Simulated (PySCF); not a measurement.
# Input and output

[WOF3]− (singlet). PySCF 2.14.0, RKS CAM-B3LYP, W def2-SVP with ECP60, O def2-SVP, F def2-SVP; non-relativistic Hamiltonian with scalar-relativistic core potentials where named; density fitting; no spin-orbit coupling. Purpose: singlet excitations, Tamm-Dancoff CAM-B3LYP.

```python
mol = gto.M(atom='''
W      0.06506    -0.00000    -0.00025
O      1.76530     0.00000     0.32809
F     -0.12770     1.86731    -0.20850
F     -1.86694     0.00000     0.29699
F     -0.12770    -1.86731    -0.20850''',
    basis={'W': 'def2-SVP', 'O': 'def2-SVP', 'F': 'def2-SVP'},
    ecp={'W': 'def2-SVP'},
    charge=-1, spin=0)
mf = dft.RKS(mol, xc='CAMB3LYP')
mf.grids.atom_grid = (50, 194)
mf = mf.density_fit()  # fitting sets: W def2-universal-JKFIT, O def2-universal-JKFIT, F def2-universal-JKFIT
mf.conv_tol = 1e-08; mf.max_cycle = 55
mf.kernel(dm0)  # dm0: converged density of the relaxed state
td = mf.TDA(); td.nstates = 8; td.kernel()
```

Run from Python with OMP_NUM_THREADS=2; the lines above give its settings. Where DIIS fails, smearing, a level shift and second-order steps follow.
It took 32 s on 2 threads of Arm Neoverse V1, with other jobs on the host, from an already converged density.

Question: Where do the frontier levels lie, over both spins?

Answer: HOMO -2.18 eV, LUMO 4.13 eV. 

Question: What are the Mulliken charges and spins?

Answer: 
| atom | charge (e) | spin (e) |
| --- | --- | --- |
| W1 | 0.694 | 0.000 |
| O2 | -0.452 | 0.000 |
| F3 | -0.396 | 0.000 |
| F4 | -0.450 | 0.000 |
| F5 | -0.396 | 0.000 |

Question: Which singlet excitations follow (Tamm-Dancoff, 8 states)?

Answer: 
```csv
state,eV,oscillator strength
1,1.44,0.0001
2,2.82,0.0002
3,2.85,0.0088
4,5.21,0.4080
5,5.43,0.0424
6,5.62,0.0008
7,5.70,0.0457
8,5.90,0.0001
```
For an anion in a basis without diffuse functions, states above the detachment energy aren't bound: they are resonances at best, or continuum confined by the basis.

The geometry was relaxed with r2SCAN (W def2-SVP with ECP60, O def2-SVP, F def2-SVP).
